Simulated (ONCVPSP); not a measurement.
Which change was made? (Tc, ONCV)

ONCVPSP 4.0.1 input, shortened (lines: element, Z, core and valence counts, functional; n l f; lmax; l rc ep ncon nbas qcut; lloc lpopt rc5 dvloc0; l nproj debl; icmod fcfact rcfact), LDA (Perdew-Zunger), scalar-relativistic:

```
  Tc 43.00    6    4        3      upf
    1    0    2.00
    2    0    2.00
    2    1    6.00
    3    0    2.00
    3    1    6.00
    3    2   10.00
    4    0    2.00
    4    1    6.00
    4    2    5.50
    5    0    1.50
    2
    0    1.85    0.00    4    9    5.30
    1    1.30    0.00    4    9    6.00
    2    1.40    0.00    4    7    7.20
    4    3    0.90    6.00
    0    2    3.60
    1    2    0.50
    2    2    1.10
    0    0.00    0.00
```

In the p channel the program set the typed energies aside and used -1.614, 0.250 Ha.

Cutoffs, loose and tight: the cutoffs (Ha) at which the residual kinetic energy of the hardest occupied pseudo-wave falls to 1 and 0.1 mHa per electron. They do not see the model core or the augmentation charge, which bear on the density cutoff. Test errors are all-electron minus pseudo excitation energies from the reference, over the configurations 4s2 4p6 4d5 5s2; 4s2 4p6 4d5 5s1; 4s2 4p6 4d5 5s0; 4s2 4p6 4d5 5s1.5; variants that change the core or the reference have their own tests.

The base gives: outcome: generated, projector energies reset by the program; cutoff, loose: 56 Ha; cutoff, tight: 154 Ha; bound ghosts: none; GHOST(+) flags above zero: s; largest test error (meV): -4.5.

Task: After one change the result is: outcome: generated, projector energies reset by the program; cutoff, loose: 115 Ha; cutoff, tight: 188 Ha; bound ghosts: none; GHOST(+) flags above zero: s; largest test error (meV): -4.0. Which change was it?
A. all radii scaled by about 0.92 (s 1.70, p 1.20, d 1.28 bohr); local potential polynomial inside 0.82 bohr (lpopt 3, dvloc0 6 Ha)
B. all radii scaled by about 0.84 (s 1.56, p 1.10, d 1.18 bohr); local potential polynomial inside 0.76 bohr (lpopt 3, dvloc0 6 Ha)
C. all radii scaled by about 1.27 (s 2.34, p 1.64, d 1.78 bohr); local potential polynomial inside 1.14 bohr (lpopt 3, dvloc0 6 Ha)

Result: A. The others give: all radii scaled by about 0.84 (s 1.56, p 1.10, d 1.18 bohr); local potential polynomial inside 0.76 bohr (lpopt 3, dvloc0 6 Ha) → outcome: generated, projector energies reset by the program; cutoff, loose: 176 Ha; cutoff, tight: 224 Ha; bound ghosts: none; GHOST(+) flags above zero: s; largest test error (meV): -3.3 | all radii scaled by about 1.27 (s 2.34, p 1.64, d 1.78 bohr); local potential polynomial inside 1.14 bohr (lpopt 3, dvloc0 6 Ha) → outcome: generated, projector energies reset by the program; cutoff, loose: 20 Ha; cutoff, tight: 24 Ha; bound ghosts: none; GHOST(+) flags above zero: none; largest test error (meV): -5.7.
